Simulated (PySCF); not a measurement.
Match the calculated data to a structure.

All candidates are C3H10Si2.

- 1H NMR: chemical shifts (computed TMS as zero) by class: 4.05 (3 H), 3.09 (1 H), 0.50 (2 H), 0.48 (2 H), -0.32 (2 H) ppm [GIAO PBE0/pcSseg-1]
- Dipole: 0.69 D [PBE0/def2-SVPD]
- UV, strongest line: among the 6 lowest singlet transitions: S2 at 6.18 eV (201 nm, f = 0.208) [TDDFT PBE0/def2-SVPD]
- Triplet: lowest triplet excitation (Tamm–Dancoff): 4.94 eV [TDA PBE0/def2-SVPD]
- 13C NMR: chemical shifts (computed TMS as zero) by class: -3.3 (2 C), -13.8 (1 C) ppm [GIAO PBE0/pcSseg-1]
- NMR, other nuclei: isotropic shieldings of nuclei other than C and H, by class: 423 (1 Si), 469 (1 Si) ppm [GIAO PBE0/pcSseg-1]
- Rotational structure: rotational constants A, B, C: 7.995, 1.374, 1.319 GHz [GFN2-xTB]
- Polarisability: 91.1 au [PBE0/def2-SVPD]
- UV, first state: lowest singlet excitation: 5.95 eV (209 nm, f = 0.005) [TDDFT PBE0/def2-SVPD]

Electronic properties: PySCF, gas phase, density fitting. Levels stand in brackets. One conformer (not necessarily the lowest) at the GFN2-xTB geometry, without solvent, vibrations or thermal averaging. Each NMR value is the plain mean over a class of atoms that symmetry, rotation or inversion makes alike.

Question: Which candidate is it?
A. `[SiH3]C[SiH]1CC1`
B. `C1C[SiH2][SiH2]C1`
C. `C[SiH2]/C=C/[SiH3]`
D. `CC1[SiH2]C[SiH2]1`
E. `[SiH3]/C=C/C[SiH3]`

Answer: A. It is `[SiH3]C[SiH]1CC1`. Numbering: `[SiH3:1][CH2:2][SiH:3]1[CH2:4][CH2:5]1`. Its formula, C3H10Si2, gives 1 degree of unsaturation: 1 ring and 0 π bonds in the structure found. 3 carbons fall into 2 classes; from least to most shielded: ring sp3 carbon bound to silicon [C4/C5] (-3.3 ppm, 2 C), chain sp3 carbon bound to silicon [C2] (-13.8 ppm). Hydrogen classes from least to most shielded: 3 H on an SiH3 silicon, Si1 (4.05 ppm), 1 H on an SiH silicon, Si3 (3.09 ppm), 2 H on 2 like atoms (sp3 carbon bound to silicon), C4/C5 (0.50 ppm), 2 H on 2 like atoms (sp3 carbon bound to silicon), C4/C5 (0.48 ppm), 2 H on an sp3 carbon bound to silicon, C2 (-0.32 ppm, a mean of values up to 1.0 ppm apart in this geometry). The other shieldings belong to: 423 ppm, SiH3 silicon [Si1]; 469 ppm, SiH silicon [Si3]. The optimised geometry has point group C1 and is an asymmetric top.

The others, at the same levels:
- `C1C[SiH2][SiH2]C1` fails: its computed 13C shifts are 28.9 (1 C), 14.5 (2 C) ppm, 1H shifts are 3.80 (4 H), 1.77 (2 H), 1.05 (4 H) ppm and lowest singlet excitation is 6.41 eV (193 nm, f = 0.012) (against 5.95 eV).
- `CC1[SiH2]C[SiH2]1` fails: it has 3 carbon classes against 2; its computed 13C shifts are 17.4 (1 C), 12.4 (1 C), -10.4 (1 C) ppm, 1H shifts are 4.93 (2 H), 4.63 (2 H), 1.52 (1 H), 1.34 (3 H), 0.47 (1 H), 0.43 (1 H) ppm and rotational constant A is 3.494 GHz (against 7.995 GHz).
- `[SiH3]/C=C/C[SiH3]` fails: it has 3 carbon classes against 2; its computed 13C shifts are 157.7 (1 C), 124.5 (1 C), 24.7 (1 C) ppm, 1H shifts are 6.55 (1 H), 5.83 (1 H), 4.16 (3 H), 3.85 (3 H), 1.94 (2 H) ppm and rotational constant A is 9.670 GHz (against 7.995 GHz).
- `C[SiH2]/C=C/[SiH3]` fails: it has 3 carbon classes against 2; its computed 13C shifts are 160.8 (1 C), 152.1 (1 C), -5.2 (1 C) ppm, 1H shifts are 7.20 (1 H), 7.02 (1 H), 4.40 (2 H), 4.17 (3 H), 0.20 (3 H) ppm and rotational constant A is 9.741 GHz (against 7.995 GHz).

Each candidate is one conformer, not necessarily the lowest. The conformers computed, where there is a choice (atom-mapped SMILES and torsion angles):
- `[SiH3:1][CH2:2][SiH:3]1[CH2:4][CH2:5]1`: Si1–C2–Si3–C4 -88°
- `[SiH3:1]/[CH:2]=[CH:3]/[CH2:4][SiH3:5]`: C2–C3–C4–Si5 107°
- `[CH3:1][SiH2:2]/[CH:3]=[CH:4]/[SiH3:5]`: C1–Si2–C3–C4 -114°
